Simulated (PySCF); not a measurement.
## C₆ coefficients of unlike pairs at PBE

Calculated with PySCF 2.14 from the dipole response of each species, C₆(A,B) = (3/π) ∫ α_A(iu) α_B(iu) du, in atomic units, from isotropic polarisabilities. For ions this is the dispersion term alone; charge-induced terms of lower order in 1/R come first.

| species | configuration | basis | relativity | α (bohr³) | C₆ (like pair) |
| --- | --- | --- | --- | --- | --- |
| K⁺ | [Ar] (1S) | x2c-TZVPPall with one added diffuse shell each of s, p, d type (7s5p4d) | spin-free X2C | 5.390 | 22.60 |
| Cu⁺ | [Ar] 3d10 (1S) | aug-cc-pVTZ-PP with one added diffuse shell each of s, p, d, f, g type with ECP10MDF (7s7p6d4f3g) | core potential | 8.090 | 27.25 |
| S | [Ne] 3s2 3p4 (3P) | dyall-acv3z (19s12p6d4f) | spin-free X2C | 20.61 | 143.1 |
| Mg²⁺ | [Ne] (1S) | aug-cc-pVQZ with one added diffuse shell each of s, p, d, f, g type (8s7p5d4f3g) | none | 0.3569 | 0.2575 |

(1) Estimate C₆ for Cu⁺ with K⁺.

No spin-orbit coupling is included.

The other pairs:

```csv
pair,C₆
"S, Cu⁺",60.80
"Mg²⁺, Cu⁺",2.293
"Mg²⁺, S",4.428
"Mg²⁺, K⁺",2.180
"S, K⁺",52.91
```

Results:

(1) The integral gives 24.30. The combination rule 2 C_A C_B / (C_A α_B/α_A + C_B α_A/α_B) gives 23.65 and the geometric mean 24.82.
